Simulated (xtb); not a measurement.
xtb input (GFN2-xTB):

```bash
xtb mol.xyz --gfn 2 --ohess tight --chrg 0 --uhf 0
```
mol.xyz:
```
16

C     -2.03671131     1.04723727     0.03731786
C     -1.32789112    -0.11999954     0.80780618
Si     0.00144387    -1.03896298    -0.23310526
N      1.25613988     0.16884161    -0.67727340
C      2.07319270     0.90893445     0.23187986
H     -2.49659023     0.70762656    -0.85930771
H     -2.76321387     1.44829505     0.68983911
H     -1.29430370     1.79864490    -0.17933974
H     -0.92501348     0.14366023     1.77372545
H     -2.02812334    -0.90284339     1.10487545
H     -0.57239123    -1.56564541    -1.43972343
H      0.52965903    -2.15619030     0.63449741
H      1.64035693     0.02290566    -1.59994961
H      2.90212262     0.29481904     0.59022994
H      1.50080402     1.18579610     1.14049711
H      2.40503428     1.80945390    -0.22178578
```

Output:

```
           -------------------------------------------------
          |                Calculation Setup                |
           -------------------------------------------------

           -------------------------------------------------
          |                 G F N 2 - x T B                 |
           -------------------------------------------------

        Reference                      10.1021/acs.jctc.8b01176
      * Hamiltonian:
        H0-scaling (s, p, d)           1.850000    2.230000    2.230000
        zeta-weighting                 0.500000
      * Dispersion:
        s8                             2.700000
        a1                             0.520000
        a2                             5.000000
        s9                             5.000000
      * Repulsion:
        kExp                           1.500000    1.000000
        rExp                           1.000000
      * Coulomb:
        alpha                          2.000000
        third order                    shell-resolved
        anisotropic                    true
        a3                             3.000000
        a5                             4.000000
        cn-shift                       1.200000
        cn-exp                         4.000000
        max-rad                        5.000000

          ...................................................
          :                      SETUP                      :
          :.................................................:
          :  # basis functions                  37          :
          :  # atomic orbitals                  36          :
          :  # shells                           22          :
          :  # electrons                        32          :
          :  max. iterations                   250          :
          :  Hamiltonian                  GFN2-xTB          :
          :  restarted?                      false          :
          :  GBSA solvation                  false          :
          :  PC potential                    false          :
          :  electronic temp.          300.0000000     K    :
          :  accuracy                    1.0000000          :
          :  -> integral cutoff          0.2500000E+02      :
          :  -> integral neglect         0.1000000E-07      :
          :  -> SCF convergence          0.1000000E-05 Eh   :
          :  -> wf. convergence          0.1000000E-03 e    :
          :  Broyden damping             0.4000000          :
          :  net charge                          0          :
          :  unpaired electrons                  0          :
          ...................................................

 iter      E             dE          RMSdq      gap      omega  full diag
   1    -16.8380223 -0.168380E+02  0.416E+00    5.46       0.0  T
   2    -16.9022734 -0.642510E-01  0.212E+00    4.89       1.0  T
   3    -16.9031733 -0.899945E-03  0.164E+00    5.44       1.0  T
   4    -16.9064774 -0.330404E-02  0.775E-01    5.18       1.0  T
   5    -16.9063101  0.167220E-03  0.393E-01    5.24       1.0  T
   6    -16.9066257 -0.315593E-03  0.944E-02    5.16       1.0  T
[...]
   6 C    7 N           1     1.4449022     1.4449022     1.4449022
   1 H   14 Si          2     1.4703532     1.4765295     1.4641769
   6 C   14 Si          1     1.9030208     1.9030208     1.9030208
   7 N   14 Si          1     1.7221397     1.7221397     1.7221397

           -------------------------------------------------
          |               Frequency Printout                |
           -------------------------------------------------
 projected vibrational frequencies (cm⁻¹)
eigval :       -0.00    -0.00    -0.00    -0.00     0.00     0.00
eigval :       66.87   103.57   145.47   158.94   225.02   259.22
eigval :      343.50   508.73   526.24   598.63   667.25   712.06
eigval :      736.40   795.48   833.10   980.69  1021.48  1064.88
eigval :     1080.86  1109.98  1161.31  1246.26  1298.31  1368.94
eigval :     1417.47  1422.26  1491.02  1498.62  1506.96  1510.29
eigval :     1512.81  2135.82  2247.75  2901.98  2960.89  2965.80
eigval :     2983.06  3001.81  3030.43  3037.56  3038.27  3440.42
 reduced masses (amu)
   1:  9.76   2: 13.58   3: 17.56   4: 16.69   5: 15.33   6:  9.75   7:  8.98   8:  7.44
   9:  4.66  10:  7.25  11:  3.13  12:  9.40  13: 13.21  14:  7.17  15:  3.73  16:  2.28
  17:  8.44  18:  6.88  19:  4.16  20:  3.20  21: 15.24  22:  2.60  23:  3.22  24:  3.37
  25:  9.52  26:  3.68  27: 11.26  28:  3.35  29:  4.83  30:  5.24  31:  2.93  32:  2.48
  33:  1.59  34:  1.75  35:  1.58  36:  1.56  37:  1.59  38:  1.89  39:  1.79  40:  1.80
  41:  1.93  42:  1.62  43:  1.56  44:  1.79  45:  1.91  46:  1.64  47:  1.46  48:  1.85
 IR intensities (km·mol⁻¹)
   1:  0.16   2:  0.08   3:  0.01   4:  0.00   5:  0.11   6:  0.09   7:  0.12   8:  0.32
   9:  0.63  10:  2.45  11:  0.28  12:  0.97  13:  4.24  14: 77.39  15:110.98  16: 13.53
  17: 23.81  18: 74.88  19: 94.91  20:247.48  21:281.87  22: 18.24  23:  6.53  24: 21.34
  25: 11.50  26:  3.09  27: 80.63  28:  4.52  29:  2.38  30: 55.67  31:  0.12  32:  1.62
  33:  1.62  34:  1.10  35:  2.68  36:  1.75  37:  1.25  38:420.77  39:310.77  40: 78.04
  41: 58.96  42: 53.92  43: 38.20  44: 67.12  45: 50.96  46: 18.03  47: 33.64  48:  4.15
 Raman intensities (Ä⁴*amu⁻¹)
   1:  0.00   2:  0.00   3:  0.00   4:  0.00   5:  0.00   6:  0.00   7:  0.00   8:  0.00
   9:  0.00  10:  0.00  11:  0.00  12:  0.00  13:  0.00  14:  0.00  15:  0.00  16:  0.00
  17:  0.00  18:  0.00  19:  0.00  20:  0.00  21:  0.00  22:  0.00  23:  0.00  24:  0.00
  25:  0.00  26:  0.00  27:  0.00  28:  0.00  29:  0.00  30:  0.00  31:  0.00  32:  0.00
  33:  0.00  34:  0.00  35:  0.00  36:  0.00  37:  0.00  38:  0.00  39:  0.00  40:  0.00
  41:  0.00  42:  0.00  43:  0.00  44:  0.00  45:  0.00  46:  0.00  47:  0.00  48:  0.00
 output can be read by thermo (or use thermo option).
 writing <g98.out> molden fake output.
 recommended (thermochemical) frequency scaling factor: 1.0
           -------------------------------------------------
          |             Thermodynamic Functions             |
           -------------------------------------------------

c1  symmetry found (for desy threshold:  0.10E+00) used in thermo

          ...................................................
          :                      SETUP                      :
          :.................................................:
          :  # frequencies                          42      :
          :  # imaginary freq.                       0      :
          :  linear?                             false      :
          :  only rotor calc.                    false      :
          :  symmetry                               c1      :
          :  rotational number                       1      :
          :  scaling factor                  1.0000000      :
          :  rotor cutoff                   50.0000000 cm⁻¹ :
          :  imag. cutoff                  -20.0000000 cm⁻¹ :
          :.................................................:

    mode    ω/cm⁻¹     T·S(HO)/kcal·mol⁻¹    T·S(FR)/kcal·mol⁻¹   T·S(vib)
Note: The following floating-point exceptions are signalling: IEEE_UNDERFLOW_FLAG IEEE_DENORMAL
normal termination of xtb
   ------------------------------------------------------------------------
       1     66.87    -1.26521 ( 76.18%)    -0.97003 ( 23.82%)    -1.19490
       2    103.57    -1.00952 ( 94.85%)    -0.84055 (  5.15%)    -1.00082
       3    145.47    -0.81416 ( 98.62%)    -0.74000 (  1.38%)    -0.81314
       4    158.94    -0.76396 ( 99.03%)    -0.71377 (  0.97%)    -0.76347
       5    225.02    -0.57195 ( 99.76%)    -0.61083 (  0.24%)    -0.57204
       6    259.22    -0.49703 ( 99.86%)    -0.56894 (  0.14%)    -0.49713
   ------------------------------------------------------------------------

   temp. (K)  partition function   enthalpy   heat capacity  entropy
                                   cal/mol     cal/K/mol   cal/K/mol   J/K/mol
 298.15  VIB   136.                 3440.556     22.612     21.027
         ROT  0.167E+06              888.752      2.981     26.881
         INT  0.227E+08             4329.308     25.592     47.908
         TR   0.815E+27             1481.254      4.968     39.360
         TOT                        5810.5622    30.5606    87.2675   365.1273

       T/K    H(0)-H(T)+PV         H(T)/Eh          T*S/Eh         G(T)/Eh
   ------------------------------------------------------------------------
    298.15    0.925972E-02    0.143937E+00    0.414636E-01    0.102473E+00
   ------------------------------------------------------------------------

         :::::::::::::::::::::::::::::::::::::::::::::::::::::
         ::                  THERMODYNAMIC                  ::
         :::::::::::::::::::::::::::::::::::::::::::::::::::::
         :: total free energy         -16.588122748777 Eh   ::
         ::.................................................::
         :: total energy              -16.690595862198 Eh   ::
         :: zero point energy           0.134677011098 Eh   ::
         :: G(RRHO) w/o ZPVE           -0.032203897676 Eh   ::
         :: G(RRHO) contrib.            0.102473113422 Eh   ::
         :::::::::::::::::::::::::::::::::::::::::::::::::::::

optimized geometry written to: xtbopt.xyz

           -------------------------------------------------
          | TOTAL ENERGY              -16.690595862198 Eh   |
          | TOTAL ENTHALPY            -16.546659130753 Eh   |
          | TOTAL FREE ENERGY         -16.588122748777 Eh   |
          | GRADIENT NORM               0.000180612818 Eh/α |
          | HOMO-LUMO GAP               5.632178552600 eV   |
           -------------------------------------------------

------------------------------------------------------------------------
------------------------------------------------------------------------
 total:
 SCF:
 ANC optimizer:
 analytical hessian:
```
